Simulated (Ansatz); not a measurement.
Ca₈O₈⁻ (started as a model of: 2x2x4 CaO rock-salt block). Charge -1, multiplicity 2. Geometry PBE-D4/def2-SVP; atoms count from 1.

Cartesian coordinates in Å:
```
Ca -0.203 2.464 2.768
O -0.991 1.362 1.010
Ca -1.830 0.253 -0.786
O -2.443 -0.949 -2.557
O 0.612 0.623 3.556
Ca -0.211 -0.616 1.899
O -0.965 -1.710 0.057
Ca -1.715 -2.805 -1.721
O 1.682 2.744 1.747
Ca 0.982 1.747 -0.117
O 0.179 0.555 -1.875
Ca -0.594 -0.584 -3.616
Ca 2.512 0.925 2.570
O 1.778 -0.208 0.808
Ca 1.059 -1.384 -0.996
O 0.149 -2.418 -2.746
```

The highest occupied level of the relaxed charge -1 doublet lies above zero (up to 0.80 eV). By energy differences its removal costs 0.24 eV (each at its own geometry, to the charge 0 singlet, at PBE-D4/def2-SVP); self-interaction error and the lack of diffuse functions both raise the level. The gap within one spin of the relaxed charge -1 doublet nearly closes, so an electron or hole may be smeared out by delocalisation error.

(1) Estimate the Mulliken populations from the PBE/def2-SVP orbitals of Ansatz.

(2) Where does the spin sit?

(3) And the Mayer bond orders between bonded heavy atoms (over 0.3)?

## Answers

(1) 
```tsv
atom	charge (e)	spin (α − β)
Ca1	0.45	0.29
O2	-0.74	0.00
Ca3	0.73	-0.03
O4	-0.69	-0.01
O5	-0.69	-0.01
Ca6	0.73	-0.03
O7	-0.74	0.00
Ca8	0.45	0.29
O9	-0.69	-0.01
Ca10	0.73	-0.03
O11	-0.74	0.00
Ca12	0.45	0.29
Ca13	0.45	0.29
O14	-0.74	0.00
Ca15	0.73	-0.03
O16	-0.69	-0.01
```
Mulliken values and Mayer orders depend strongly on the basis.

(2) Summed by element: Ca 1.05, O -0.05, of 1 unpaired in all. Largest on single atoms: Ca1 0.29, Ca12 0.29, Ca13 0.29.

(3) Ca1–O2 0.63 (2.22 Å); Ca1–O5 0.72 (2.16 Å); Ca1–O9 0.72 (2.16 Å); O2–Ca3 0.62 (2.27 Å); O2–Ca6 0.42 (2.30 Å); O2–Ca10 0.42 (2.30 Å); Ca3–O4 0.71 (2.23 Å); Ca3–O7 0.42 (2.30 Å); Ca3–O11 0.42 (2.30 Å); O4–Ca8 0.72 (2.16 Å); O4–Ca12 0.72 (2.16 Å); O5–Ca6 0.71 (2.23 Å); O5–Ca13 0.72 (2.16 Å); Ca6–O7 0.62 (2.27 Å); Ca6–O14 0.42 (2.30 Å); O7–Ca8 0.63 (2.22 Å); O7–Ca15 0.42 (2.30 Å); Ca8–O16 0.72 (2.16 Å); O9–Ca10 0.71 (2.23 Å); O9–Ca13 0.72 (2.16 Å); Ca10–O11 0.62 (2.27 Å); Ca10–O14 0.42 (2.30 Å); O11–Ca12 0.63 (2.22 Å); O11–Ca15 0.42 (2.30 Å); Ca12–O16 0.72 (2.16 Å); Ca13–O14 0.63 (2.22 Å); O14–Ca15 0.62 (2.27 Å); Ca15–O16 0.71 (2.23 Å).
